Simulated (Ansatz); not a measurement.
Geometry optimisation, Ansatz 0.2.0, DFT LDA, scalar-relativistic, plane waves, PAW.

Input file:

```yaml
crystal:
  lattice:
    - [5.048742, 0.0, 0.0]
    - [0.0, 10.097485, 0.0]
    - [0.0, 0.0, 16.135561]
  atoms:
    - { symbol: H, position: [0.42778688, 0.0, 0.06197491] }
    - { symbol: H, position: [0.07221316, 0.0, 0.06197491] }
    - { symbol: H, position: [0.92778692, 0.0, 0.06197491] }
    - { symbol: H, position: [0.5722132, 0.0, 0.06197491] }
    - { symbol: H, position: [0.42778688, 0.25, 0.06197491] }
    - { symbol: H, position: [0.07221316, 0.25, 0.06197491] }
    - { symbol: H, position: [0.92778692, 0.25, 0.06197491] }
    - { symbol: H, position: [0.5722132, 0.25, 0.06197491] }
    - { symbol: H, position: [0.42778688, 0.49999999, 0.06197491] }
    - { symbol: H, position: [0.07221316, 0.49999999, 0.06197491] }
    - { symbol: H, position: [0.92778692, 0.49999999, 0.06197491] }
    - { symbol: H, position: [0.5722132, 0.49999999, 0.06197491] }
    - { symbol: H, position: [0.42778688, 0.74999999, 0.06197491] }
    - { symbol: H, position: [0.07221316, 0.74999999, 0.06197491] }
    - { symbol: H, position: [0.92778692, 0.74999999, 0.06197491] }
    - { symbol: H, position: [0.5722132, 0.74999999, 0.06197491] }
    - { symbol: C, position: [0.25000002, 0.0, 0.10131039] }
    - { symbol: C, position: [0.75000006, 0.0, 0.10131039] }
    - { symbol: C, position: [0.25000002, 0.25, 0.10131039] }
    - { symbol: C, position: [0.75000006, 0.25, 0.10131039] }
    - { symbol: C, position: [0.25000002, 0.49999999, 0.10131039] }
    - { symbol: C, position: [0.75000006, 0.49999999, 0.10131039] }
    - { symbol: C, position: [0.25000002, 0.74999999, 0.10131039] }
    - { symbol: C, position: [0.75000006, 0.74999999, 0.10131039] }
    - { symbol: C, position: [0.25000002, 0.125, 0.156623] }
    - { symbol: C, position: [0.75000006, 0.125, 0.156623] }
    - { symbol: C, position: [0.25000002, 0.37499999, 0.156623] }
    - { symbol: C, position: [0.75000006, 0.37499999, 0.156623] }
    - { symbol: C, position: [0.25000002, 0.62499999, 0.156623] }
    - { symbol: C, position: [0.75000006, 0.62499999, 0.156623] }
    - { symbol: C, position: [0.25000002, 0.87499999, 0.156623] }
    - { symbol: C, position: [0.75000006, 0.87499999, 0.156623] }
    - { symbol: C, position: [0.0, 0.125, 0.21193561] }
    - { symbol: C, position: [0.50000004, 0.125, 0.21193561] }
    - { symbol: C, position: [0.0, 0.37499999, 0.21193561] }
    - { symbol: C, position: [0.50000004, 0.37499999, 0.21193561] }
    - { symbol: C, position: [0.0, 0.62499999, 0.21193561] }
    - { symbol: C, position: [0.50000004, 0.62499999, 0.21193561] }
    - { symbol: C, position: [0.0, 0.87499999, 0.21193561] }
    - { symbol: C, position: [0.50000004, 0.87499999, 0.21193561] }
    - { symbol: C, position: [0.0, 0.0, 0.26724822] }
    - { symbol: C, position: [0.50000004, 0.0, 0.26724822] }
    - { symbol: C, position: [0.0, 0.25, 0.26724822] }
    - { symbol: C, position: [0.50000004, 0.25, 0.26724822] }
    - { symbol: C, position: [0.0, 0.49999999, 0.26724822] }
    - { symbol: C, position: [0.50000004, 0.49999999, 0.26724822] }
    - { symbol: C, position: [0.0, 0.74999999, 0.26724822] }
    - { symbol: C, position: [0.50000004, 0.74999999, 0.26724822] }
    - { symbol: C, position: [0.25000002, 0.04845344, 0.31636334] }
    - { symbol: C, position: [0.75000006, 0.04845344, 0.31636334] }
    - { symbol: C, position: [0.25000002, 0.20154655, 0.31636334] }
    - { symbol: C, position: [0.75000006, 0.20154655, 0.31636334] }
    - { symbol: C, position: [0.25000002, 0.54845344, 0.31636334] }
    - { symbol: C, position: [0.75000006, 0.54845344, 0.31636334] }
    - { symbol: C, position: [0.25000002, 0.70154654, 0.31636334] }
    - { symbol: C, position: [0.75000006, 0.70154654, 0.31636334] }
    - { symbol: H, position: [0.75000006, 0.0104409, 0.38025084] }
    - { symbol: H, position: [0.25000002, 0.2395591, 0.38025084] }
    - { symbol: H, position: [0.75000006, 0.2395591, 0.38025084] }
    - { symbol: H, position: [0.25000002, 0.51044089, 0.38025084] }
    - { symbol: H, position: [0.75000006, 0.51044089, 0.38025084] }
    - { symbol: H, position: [0.25000002, 0.73955909, 0.38025084] }
    - { symbol: H, position: [0.75000006, 0.73955909, 0.38025084] }
    - { symbol: O, position: [0.58931169, 0.10250516, 0.38334959], spin: 1.0 }
magnetization:
  spin_polarized: true
basis:
  ecutwfc: 420.0
kpoints:
  mp_grid: { grid: [2, 1, 1] }
hamiltonian:
  xc: lda
  pseudopotentials: { kind: paw, azcp: { folder: soft_1 } }
scf:
  occupations: { method: gaussian, width: 0.05 }
  lower_state_search: "off"
relax:
  f_tol: 0.03
  max_steps: 60
  adjacent_minimum: "off"
  constraints:
    - { sites: [0, 1, 2, 3, 4, 5, 6, 7, 8, 9, 10, 11, 12, 13, 14, 15, 16, 17, 18, 19, 20, 21, 22, 23, 24, 25, 26, 27, 28, 29, 30, 31] }
```

Run as:

```bash
$ ansatz run input.yaml --threads 4 --pin off --max-ram 10240MiB --backend cpu --events-out ev --progress --plain --runs-dir out
```

Task: Where does it end, and by what steps?

Result: It converged. Limits of this set-up: coarse k mesh, thin slab, slab without dipole correction, PAW files made for another functional, a typed lattice constant that wasn't relaxed here. After 14 steps the energy has fallen by 10.981 eV; O64 moved furthest, 1.43 Å. The start is strongly strained (largest force component 8 eV/Å), so its close contacts needn't be bonds. Parted: C50–H57 (1.10 → 1.90 Å).

| step | energy less start (eV) | largest force component (eV/Å) | accepted |
| --- | --- | --- | --- |
| 0 | 0.0000 | 8.288 | yes |
| 1 | -4.3518 | 4.841 | yes |
| 2 | -5.9846 | 4.059 | yes |
| 3 | -7.0940 | 3.847 | yes |
| 4 | -8.1722 | 2.474 | yes |
| 5 | -9.0448 | 2.811 | yes |
| 6 | -9.8781 | 2.531 | yes |
| 7 | -10.4492 | 0.700 | yes |
| 8 | -10.6600 | 0.761 | yes |
| 9 | -10.8240 | 0.477 | yes |
| 10 | -10.9144 | 1.042 | yes |
| 11 | -10.9727 | 0.318 | yes |
| 12 | -10.9780 | 0.210 | yes |
| 13 | -10.9804 | 0.051 | yes |
| 14 | -10.9807 | 0.009 | yes |

```xyz
64
Lattice="5.0487 0.0000 0.0000 0.0000 10.0975 0.0000 0.0000 0.0000 16.1356" Properties=species:S:1:pos:R:3
H 2.160 0.000 1.000
H 0.365 0.000 1.000
H 4.684 0.000 1.000
H 2.889 0.000 1.000
H 2.160 2.524 1.000
H 0.365 2.524 1.000
H 4.684 2.524 1.000
H 2.889 2.524 1.000
H 2.160 5.049 1.000
H 0.365 5.049 1.000
H 4.684 5.049 1.000
H 2.889 5.049 1.000
H 2.160 7.573 1.000
H 0.365 7.573 1.000
H 4.684 7.573 1.000
H 2.889 7.573 1.000
C 1.262 0.000 1.635
C 3.787 0.000 1.635
C 1.262 2.524 1.635
C 3.787 2.524 1.635
C 1.262 5.049 1.635
C 3.787 5.049 1.635
C 1.262 7.573 1.635
C 3.787 7.573 1.635
C 1.262 1.262 2.527
C 3.787 1.262 2.527
C 1.262 3.787 2.527
C 3.787 3.787 2.527
C 1.262 6.311 2.527
C 3.787 6.311 2.527
C 1.262 8.835 2.527
C 3.787 8.835 2.527
C 0.000 1.272 3.335
C 2.528 1.269 3.339
C 0.001 3.790 3.475
C 2.523 3.790 3.475
C 0.000 6.312 3.337
C 2.524 6.311 3.337
C 0.000 8.832 3.474
C 2.525 8.830 3.479
C -0.002 0.078 4.296
C 2.516 0.073 4.318
C -0.003 2.447 4.302
C 2.527 2.445 4.303
C 0.000 5.137 4.300
C 2.524 5.136 4.300
C -0.001 7.484 4.302
C 2.525 7.483 4.301
C 1.254 0.483 5.026
C 3.787 0.450 5.116
C 1.260 2.069 5.100
C 3.786 2.084 5.095
C 1.262 5.501 5.099
C 3.786 5.500 5.098
C 1.263 7.124 5.100
C 3.786 7.119 5.102
H 4.755 -0.136 6.645
H 1.264 2.479 6.126
H 3.784 2.471 6.129
H 1.262 5.074 6.117
H 3.786 5.071 6.116
H 1.268 7.559 6.114
H 3.780 7.565 6.109
O 3.806 -0.108 6.389
```

Whether the end is a true minimum wasn't checked by a vibrational analysis.

Time of the run: 2.4 min on 4 threads of Arm Neoverse V1, on a shared host, peak memory 2.2 GiB.
